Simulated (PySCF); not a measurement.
C5H12NPS.
Atom-mapped SMILES: `[CH3:1][NH:2][P:3]1[CH2:4][CH2:5][S:6][CH2:7][CH2:8]1`

Geometry (GFN2-xTB, Å), atoms numbered from 1 in this order:
```xyz
20
C5H12NPS angstrom
C      2.956    0.057    0.441
N      1.768    0.598   -0.207
P      0.289    0.501    0.679
C     -0.116   -1.271    0.246
C     -1.596   -1.552    0.428
S     -2.615   -0.746   -0.846
C     -2.218    0.989   -0.465
C     -0.744    1.294   -0.654
H      2.765   -0.980    0.710
H      3.256    0.599    1.344
H      3.782    0.083   -0.271
H      1.935    1.572   -0.454
H      0.198   -1.464   -0.784
H      0.451   -1.926    0.914
H     -1.949   -1.209    1.403
H     -1.812   -2.616    0.327
H     -2.538    1.189    0.560
H     -2.833    1.575   -1.149
H     -0.592    2.377   -0.597
H     -0.395    0.941   -1.628
```

Definitions: NICS(0) = −σiso at the ring centroid; NICS(1) = −σiso and NICS(1)zz = −σzz at ±1 Å along the ring normal z. Level: GIAO PBE0/pcSseg-1 (PySCF, non-relativistic, gas phase) on the GFN2-xTB geometry, one conformer.

Ring bond lengths (Å), with Mayer bond orders in brackets: P3–C4 1.869 (0.94), C4–C5 1.518 (1.01), C5–S6 1.820 (1.01), S6–C7 1.820 (1.01), C7–C8 1.517 (1.01), C8–P3 1.863 (0.94).

Task: Give the NICS values of each ring in ppm.

Result: 
```csv
ring,type,NICS(0),"NICS(1), two faces","NICS(1)zz, two faces",rms pucker (Å),"centre to ring atoms, mean (Å)"
P3–C4–C5–S6–C7–C8,6-membered ring with P and S; formal bonds all single,-3.3,-3.2 / -1.6,2.6 / 6.4,0.31,1.64
```

Task: What do they say, and how far can they be read as aromaticity?

Result: 
- P3–C4–C5–S6–C7–C8: mean NICS(1)zz 4.5 ppm, deshielded. C4, C5, C7, C8 have four or more neighbours, so the value isn't read as a sign of a π ring current. The two faces differ by 3.8 ppm, so no symmetry operation interchanges them.

Task: Give the inner angles of the rings and the Hirshfeld charges of the ring atoms.

Result: 
- P3–C4–C5–S6–C7–C8: P3 96.7° (+0.171 e), C4 111.1° (-0.128 e), C5 112.3° (-0.076 e), S6 98.9° (-0.019 e), C7 112.2° (-0.076 e), C8 111.4° (-0.125 e); sum 642.5° against 720° for a flat convex ring.
